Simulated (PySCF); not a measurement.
A structure optimised at PBE-D3(BJ)/def2-SVP, used in a PySCF frequency run:

```xyz
7

N      2.1865    -0.2240    -0.0456
Sn     0.1556    -0.0964     0.1493
F     -0.5345    -0.8897     1.7986
Cl    -0.4953     2.1528     0.1916
Cl    -0.8788    -1.2476    -1.6085
H      2.6259     0.2260     0.7724
H      2.4583    -1.2190    -0.0169
```

### Question
Write its SMILES and formula.

### Answer
[NH2][Sn]([F])([Cl])[Cl], Cl₂FH₂NSn

### Question
What are its rotational constants (standard atomic weights)?

### Answer
1.9934, 1.3880, 1.1971 GHz
